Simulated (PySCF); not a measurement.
# Mayer bond orders and bond lengths

Species: C9H11OP.
Atom-mapped SMILES: `[CH:1]#[C:2][CH2:3][P@@:4](=[O:5])([C:6]#[C:7][CH3:8])[CH:9]1[CH2:10][CH2:11]1` (hydrogens: H12 on C1; H13, H14 on C3; H15, H16, H17 on C8; H18 on C9; H19, H20 on C10; H21, H22 on C11)

Geometry (GFN2-xTB, Å), atoms numbered from 1 in this order:
```xyz
22
C9H11OP angstrom
C     -0.7926    2.9409    0.9186
C     -0.8769    2.3086   -0.0942
C     -0.9593    1.5095   -1.2872
P     -0.2844   -0.1900   -1.0307
O     -0.3451   -1.0166   -2.2408
C      1.3464    0.0784   -0.3989
C      2.4902    0.1726   -0.0334
C      3.8481    0.3148    0.4322
C     -1.1991   -0.8521    0.3918
C     -2.4413   -1.6206    0.0482
C     -1.2232   -2.3474    0.5045
H     -0.7260    3.5113    1.7960
H     -0.3914    1.9630   -2.1062
H     -1.9994    1.3865   -1.6100
H      3.8583    0.7874    1.4139
H      4.3172   -0.6661    0.5031
H      4.4160    0.9292   -0.2656
H     -1.1773   -0.2513    1.2905
H     -3.2898   -1.5476    0.7125
H     -2.6993   -1.6990   -0.9988
H     -1.2120   -2.7880    1.4902
H     -0.6694   -2.9043   -0.2382
```

Bond orders from the PBE0/pcSseg-1 density (PySCF). Isolated species at its GFN2-xTB geometry (one conformer only). GFN2-xTB frequencies show an imaginary mode (24i cm⁻¹), so this geometry is no minimum at that level.

Q: How far do the computed orders between heavy atoms stray from the drawn ones?

A: The largest departure is 0.448, at C1–C2 (drawn triple, 2.552). Drawn single, order above 1.12: C7–C8 (1.215). Drawn single, order below 0.88: P4–C6 (0.795). Drawn double or triple, more than 0.30 short of the drawn order: C1–C2 (2.552).

Q: Set the Mayer orders of the bonds between heavy atoms beside their lengths.

A: 
```csv
bond,drawn as,length (Å),Mayer order
C1–C2,triple,1.197,2.552
C2–C3,single,1.438,1.031
C3–P4,single,1.846,0.939
P4–O5,double,1.467,1.866
P4–C6,single,1.769,0.795
C6–C7,triple,1.204,2.707
C7–C8,single,1.442,1.215
P4–C9,single,1.816,0.913
C9–C10,single,1.501,0.933
C10–C11,single,1.490,0.984
C11–C9,single,1.500,0.940
```

Bonds between the same two heavy elements. C–C: lowest C9–C10 (0.933, 1.501 Å), highest C6–C7 (2.707, 1.204 Å); in 2 of the 21 pairs the longer bond (by over 0.003 Å) has the higher order (by 0.02 or more). C–P: lowest P4–C6 (0.795, 1.769 Å), highest C3–P4 (0.939, 1.846 Å); in 3 of the 3 pairs the longer bond (by over 0.003 Å) has the higher order (by 0.02 or more).

Q: And the bonds to hydrogen?

A: C–H: 0.91 to 1.15 (11 bonds).

Q: Sum the orders of all bonds at each heavy atom with more than one neighbour and set the sums beside the valence in the SMILES.

A: C1 3.701 (drawn 4), C2 3.583 (drawn 4), C3 3.784 (drawn 4), P4 4.513 (drawn 5), C6 3.502 (drawn 4), C7 3.922 (drawn 4), C8 3.971 (drawn 4), C9 3.705 (drawn 4), C10 3.811 (drawn 4), C11 3.819 (drawn 4). Orders between atoms that aren't bonded are not in these sums.

Mayer orders depend on the basis set.

These values come from a run that also computed NMR shieldings. Time: 75 s (with the writing of density and orbital grids); peak memory 1.1 GiB. Hardware: an Arm Neoverse V1 with one thread (shared host).
